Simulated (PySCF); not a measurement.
Cl2H5NSi2, SMILES Cl[SiH](Cl)N[SiH3].

Coordinates come from a PBE-D3(BJ)/def2-SVP optimisation. One conformer was computed; it need not be the lowest.

Two levels are set side by side: PBE/def2-TZVP (PySCF) and B3LYP/def2-TZVP (PySCF). Same geometry, gas phase. Differences are taken from unrounded values.

```
quantity                       PBE
---------------------------  -----
orbital gap (eV)              5.81
highest occupied level (eV)  -6.72
lowest empty level (eV)      -0.91
dipole moment (D)             1.98
mean polarisability (bohr³)   83.3
```

Task: These are the PBE values. What does B3LYP give? (The exact figures need the calculation; the answer reports its results.)

Result: 
```
quantity                     B3LYP  PBE minus B3LYP
---------------------------  -----  ---------------
orbital gap (eV)              7.57            -1.77
highest occupied level (eV)  -7.85             1.12
lowest empty level (eV)      -0.27            -0.64
dipole moment (D)             2.05            -0.07
mean polarisability (bohr³)   80.3              3.1
```

Without exact exchange PBE keeps part of each electron's self-repulsion, which lifts occupied levels and narrows the gap. Loosely held outer electrons make PBE densities more polarisable. Differences between two approximate levels are no errors against the true value.

Rough cost on one machine, each run with all the roots and properties that it gave: B3LYP against PBE within a factor of 2.
